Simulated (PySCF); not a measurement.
Electron correlation in As³⁺ (arsenic, charge +3)

[Ar] 3d10 4s2, closed-shell 1S. All numbers are calculated (PySCF 2.14, the spin-free X2C one-electron Hamiltonian (Gaussian nucleus), in cc-pVTZ-DK (6s5p3d1f, 43 functions)). Frozen: [Ar] 3d10; 2 electrons correlated.

Total MP2 correlation energy: -30.47 mhartree.

Same-spin part 0.00 and opposite-spin part -30.47 mhartree; SCS-MP2 scales them by 1/3 and 6/5 to -36.56 mhartree.

With two correlated electrons CCSD is exact within the correlated space (frozen core and kept virtual orbitals).

```tsv
level	correlation energy (mhartree)
CCSD	-41.67
```

Diagnostics: T1 = 0.0033, D1 = 0.0047, largest double amplitude 0.099.

Cost of the coupled-cluster step: 0.08 s of wall time on 1 thread of Neoverse-V2 (shared host), for 2 correlated electrons.
